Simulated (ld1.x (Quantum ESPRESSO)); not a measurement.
## europium (Eu): one change to a TM potential, before and after

```
Element                 : Eu
Generator               : ld1.x (Quantum ESPRESSO) 7.5
Type                    : norm-conserving Troullier–Martins (Kleinman–Bylander form)
Functional              : PBEsol
Relativity              : scalar-relativistic
Frozen core             : [Xe]
Valence charge          : 9
Reference configuration : 4f7 5d0 6s1 6p0 (charge +1)
Partial waves           : 6s (bound): rc 3.30 bohr; 6p (bound, empty): rc 3.60 bohr; 4f (bound): rc 1.00 bohr; 5d (bound, empty): rc 2.60 bohr
Local potential         : the d channel
Core correction         : Bessel-smoothed model core, default radius (core density twice the valence density)
```

Change: reference 4f7 5d0 6s0.5 6p0.

Cutoffs: the cutoffs (Ry, on a coarse ladder) from which the occupation-weighted sum of valence levels, in a spherical-Bessel basis at the reference potential, stays within 10 and 1 mRy of its value at 400 Ry; they do not see the model core or the augmentation charge, which bear on the density cutoff. Errors are all-electron minus pseudo energies relative to the spin-unpolarised reference configuration.

Problem. What does the change do?

Solution. Both files keep a bound ghost (p, s); the number of tests that count goes from 6 to 4; the range in which the p phases agree widens (upper end -0.2 → 2.0).

| quantity | base | changed |
| --- | --- | --- |
| cutoff, loose | over 300 Ry | over 300 Ry |
| cutoff, tight | over 300 Ry | over 300 Ry |
| bound ghosts | s, p | s, p |
| tests counted (converged, no solver errors) | 6 of 7 | 4 of 7 |
| s: phases at 3.91 bohr within 0.05 rad from the reference energy up to (Ry; the scan ends near 5) | 1.0 | 0.8 |
| p: phases at 3.91 bohr within 0.05 rad from the reference energy up to (Ry; the scan ends near 5) | -0.2 | 2.0 |
| d: phases at 3.91 bohr within 0.05 rad from the reference energy up to (Ry; the scan ends near 5) | 3.9 | 3.7 |
| f: phases at 3.91 bohr within 0.05 rad from the reference energy up to (Ry; the scan ends near 5) | 0.4 | 0.1 |

Base: Tests not counted: 4f8 5d0 6s0 6p0 (solver errors, printed error -743 eV). These tests converged, but a pseudo level misses the all-electron one widely, so the file describes the atom poorly there or has found another state: 4f6 5d0 6s0 6p0: 4f by 3.4 eV (a node warning on the way); 4f5 5d0 6s0 6p0: 4f by 8.0 eV; 4f6 5d1 6s1 6p0: 4f by 2.2 eV. Changed file: Tests not counted: 4f6 5d1 6s2 6p0 (solver errors, printed error -688 eV); 4f7 5d0 6s0 6p2 (solver errors, printed error -737 eV); 4f6 5d0 6s2 6p0 (solver errors, printed error -686 eV). These tests converged, but a pseudo level misses the all-electron one widely, so the file describes the atom poorly there or has found another state: 4f6 5d1 6s1 6p0: 4f by 2.2 eV. A true bound ghost makes a file unfit for plane-wave use even where its test errors are small: the radial tests pick states by their node count and pass the ghost by. Where a test does run into it, the solver fails or the error is huge.
